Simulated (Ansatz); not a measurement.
Input file for Ansatz (a first-principles code): R-B3LYP/def2-TZVPPD on BrHN2 (a complex), monomers drawn apart or pushed together. Files ending in .json are basis or fitting sets from the Basis Set Exchange.

Ansatz 0.2 input:
```yaml
crystal:
  periodic: [false, false, false]
  atoms:
    - {symbol: N, position_ang: [0.10233743, -0.33449021, 0.15443636]}
    - {symbol: N, position_ang: [0.10422743, -0.33848157, -0.93595964]}
    - {symbol: Br, position_ang: [0.08524007, -0.28641371, 5.94219835]}
    - {symbol: H, position_ang: [0.09080342, -0.30335972, 4.51659628]}
basis:
  gaussian:
    orbitals: def2-TZVPPD.json
hamiltonian:
  xc: {name: B3LYP}
scf: {lower_state_search: off}
```

The head of its log:

```
WARN ansatz: RAYON_NUM_THREADS=1 ignored (pool sized by the plan → 1); use --threads N
Functional definition: B3LYP
these checks for a lower state are left out or cut short: stability, starts, cluster_reference, orbital_swaps, neighbouring_geometries, increment
integrals: 0.05 GiB planned
873 factors; their error is unknown
mean field: 0.47 GiB planned
mean field evaluation 1: about -73043.6436 eV, gradient 2.7e1 eV
mean field evaluation 2: about -73044.2227 eV, gradient 2.0e1 eV
```

**Question.** Predict the final total energy.

**Answer.** -2684.3646 hartree.
